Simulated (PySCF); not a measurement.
O₃, charge -1, doublet, at a GFN2-xTB geometry (a state made from the parent by changing its charge; the spin is typed, not shown lowest). Base run: MP2/def2-SV(P) (PySCF).

Input for PySCF:
```python
from pyscf import gto, scf, mp

mol = gto.M(
    atom='''
O     1.13637858   -0.23245903    0.05644501
O     0.00065138    0.46397079   -0.01013412
O    -1.13702995   -0.23151176   -0.04631090
''',
    basis='def2-sv(p)',
    charge=-1,
    spin=1,
    verbose=4,
)

mf = scf.UHF(mol)
mf.kernel()

pt = mp.MP2(mf)
pt.kernel()
print('E(MP2) = %.10f' % pt.e_tot)
```

Question: The base was run again with changes. Order these runs by total energy, lowest first: cart = on | frozen = 3 | frozen = 4 | method = ccsd | method = cisd | method = ccsd(t).

Answer: method = ccsd(t) (ΔE vs base (kcal/mol) -17.89), cart = on (ΔE vs base (kcal/mol) -13.10), method = ccsd (ΔE vs base (kcal/mol) -6.66), frozen = 3 (ΔE vs base (kcal/mol) 3.94), method = cisd (ΔE vs base (kcal/mol) 33.09), frozen = 4 (ΔE vs base (kcal/mol) 43.95)

Open shells are given as the SCF converged; they aren't shown to be the lowest states, and a large step between rows can be another state.
